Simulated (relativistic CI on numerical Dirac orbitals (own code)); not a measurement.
## Ho2+ (4f11) in a crystal field

Calculated by Dirac-Coulomb-Breit CI, KLI orbitals optimised for each configuration, a model potential for QED, valence Slater integrals scaled by 0.7, one configuration in a parametric crystal field (own radial code).

Field parameters in Wybourne normalisation; cubic f-shell fields have B⁴₄ = √(5/14) B⁴₀ and B⁶₄ = −√(7/2) B⁶₀. The field is a parameter set, without covalency.

S is read from ⟨S²⟩ = S(S + 1).

Powder χT (cm³ K mol⁻¹) by Van Vleck's formula, with temperature-independent terms:

| Field | 2 K | 5 K | 10 K | 20 K | 50 K | 100 K | 200 K | 300 K |
| --- | --- | --- | --- | --- | --- | --- | --- | --- |
| C2v, B20 = 130, B22 = -20, B40 = 110, B42 = 140, B44 = -410, B60 = -480, B62 = -200, B64 = -280, B66 = 50 cm⁻¹ | 4.65 | 5.52 | 6.82 | 8.42 | 10.1 | 10.8 | 11.2 | 11.3 |
| D3d, B20 = 40, B40 = -170, B43 = 550, B60 = -100, B63 = 370, B66 = 190 cm⁻¹ | 6.9 | 7.81 | 8.33 | 8.82 | 9.92 | 10.8 | 11.2 | 11.3 |
| D3d, B20 = -280, B40 = 790, B43 = -770, B60 = -50, B63 = -10, B66 = 240 cm⁻¹ | 4.52 | 6.07 | 7.93 | 9.48 | 10.5 | 11 | 11.3 | 11.3 |
| D3d, B20 = 670, B40 = -90, B43 = -190, B60 = 190, B63 = 140, B66 = 170 cm⁻¹ | 5.99 | 6.74 | 7.89 | 9.27 | 10.6 | 11.1 | 11.3 | 11.4 |
| D3h, B20 = 410, B40 = -410, B60 = -120, B66 = 130 cm⁻¹ | 8.05 | 9.48 | 10.1 | 10.5 | 11.1 | 11.3 | 11.4 | 11.4 |
| Oh, B40 = 1340, B60 = 390 cm⁻¹ | 4.55 | 4.86 | 5.37 | 6.38 | 8.69 | 10.2 | 11 | 11.2 |

For Oh, B40 = 1340, B60 = 390 cm⁻¹: what effective moment follows at 300 K?

μ_eff = √(8χT) = 9.46 μB. The LS value g√(J(J + 1)) of the free ion's ⁴I°15/2 level is 9.58 μB.
